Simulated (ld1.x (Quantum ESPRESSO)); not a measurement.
# gold (Au) TM: all-electron and pseudo phase curves

| Quantity | Value |
| --- | --- |
| Element | Au |
| Generator | ld1.x (Quantum ESPRESSO) 7.5 |
| Type | norm-conserving Troullier–Martins (Kleinman–Bylander form) |
| Functional | revPBE |
| Relativity | fully relativistic |
| Frozen core | [Xe] 4f14 |
| Valence charge | 11 |
| Reference configuration | 5d9 6s0 6p0 (charge +2) |
| Partial waves | 6p (bound, empty): rc 2.85 bohr; 5d (bound): rc 2.05 bohr; 6s (bound, empty): rc 2.20 bohr |
| Local potential | the s channel |
| Core correction | a·sin(br)/r model core inside 1.65 bohr |

Open shells are filled in proportion to 2j + 1 (rel_dist='average').

The phase is arctan(r·u′/u) with u = r·R(r), unwrapped; energies in Ry, scanned from -4 to 5 Ry. A pole is an energy at which the radial function vanishes at the test radius. The pseudo phase is shifted by a multiple of π to meet the all-electron one at the reference energy, and phase errors are pseudo minus all-electron; the curves can meet again beyond the range given. Levels narrower than the energy grid can be missing from the lists of poles.

Question: For each channel, where are the poles, and over which energies does the pseudopotential scatter like the atom?

Answer:

```csv
channel,radius (bohr),reference energy (Ry),"poles, all-electron","poles, pseudo",unbroken range about the reference energy with phases within 0.05 rad,phase error 1 Ry above the reference energy (rad)
s,3.12,-1.66,"-0.97, 4.93","-0.97, 3.96",below 0.7,-0.003
p1/2,3.12,-1.15,-0.03,-0.05,below 1.5,-0.004
p3/2,3.12,-1.04,0.40,0.33,below 1.4,-0.008
d3/2,3.12,-2.08,"-2.00, 2.34","-2.00, 2.84",below -0.4,+0.009
d5/2,3.12,-1.95,"-1.85, 2.46","-1.85, 2.95",below -0.3,+0.009
```

Phases in the p3/2 channel:

| E (Ry) | all-electron | pseudo |
| --- | --- | --- |
| -4.00 | 1.369 | 1.367 |
| -3.52 | 1.346 | 1.344 |
| -3.04 | 1.313 | 1.311 |
| -2.56 | 1.262 | 1.259 |
| -2.08 | 1.165 | 1.162 |
| -1.60 | 0.919 | 0.916 |
| -1.12 | -0.117 | -0.117 |
| -0.64 | -1.189 | -1.192 |
| -0.16 | -1.449 | -1.456 |
| 0.32 | -1.558 | -1.569 |
| 0.80 | -1.627 | -1.647 |
| 1.28 | -1.687 | -1.725 |
| 1.76 | -1.757 | -1.844 |
| 2.24 | -1.866 | -2.155 |
| 2.72 | -2.112 | -3.557 |
| 3.20 | -3.030 | -4.353 |
| 3.68 | -4.137 | -4.537 |
| 4.16 | -4.433 | -4.618 |
| 4.64 | -4.546 | -4.666 |
